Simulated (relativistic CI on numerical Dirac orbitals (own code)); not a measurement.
# Sc+ in a cubic cluster: L2,3 absorption with charge transfer

Computed with a charge-transfer multiplet model of a cubic metal-ligand cluster with up to one ligand hole, Slater and spin-orbit integrals from Dirac-Coulomb-Breit ions, Slater integrals scaled by 0.7. The ground state mixes d2 with configurations of k ligand holes L, whose averages lie at kΔ + k(k − 1)U_dd/2; a core hole lowers each added d electron by U_cd. 20 K, Lorentzian 0.4 eV and Gaussian 0.3 eV FWHM.

Atomic integrals in eV (Slater integrals scaled, ζ unscaled), ground: F2dd 4.121, F4dd 2.525, zeta_d 0.005; with the core hole: F2dd 4.957, F4dd 3.051, zeta_d 0.011, zeta_core 3.011, F2cd 2.526, G1cd 1.713, G3cd 0.969.

Cluster parameters (eV): Δ = 8.9, U_dd = 5.5, U_cd = 6.4, 10Dq(ligand) = 1.5, V(eg) = 1.3, V(t2g) = -0.59, final-state hopping factor = 1.

```
         Case   n_d    d2   d3L     S
  10Dq = 0 eV  2.09  0.91  0.09  1.00
10Dq = 0.3 eV  2.09  0.91  0.09  1.00
10Dq = 0.9 eV  2.08  0.92  0.08  1.00
```

Weights, n_d and S are thermal averages at 20 K. Photon energies count from the first peak over 30 % of the highest in each spectrum, which can be another peak from case to case. The parameters are a model scan and need not match a compound or its usual spin state. Peaks in eV (height, largest 100):
- 10Dq = 0 eV: -1.3 (13), 0.0 (100), 3.6 (30), 4.8 (50)
- 10Dq = 0.3 eV: 0.0 (100), 4.9 (51)
- 10Dq = 0.9 eV: -2.1 (12), 0.0 (100), 2.2 (21), 3.9 (52), 4.5 (53)

For the case 10Dq = 0.3 eV, Δ = 8.9 eV is larger than U_dd = 5.5 eV, the Mott-Hubbard side of the Zaanen-Sawatzky-Allen scheme. With the core hole the configuration with one ligand hole lies at Δ + U_dd − U_cd = 8.0 eV above the one without, against Δ in the ground state. The added d electron screens the hole, so the order of the configurations is kept and charge-transfer satellites are weaker than in photoemission.
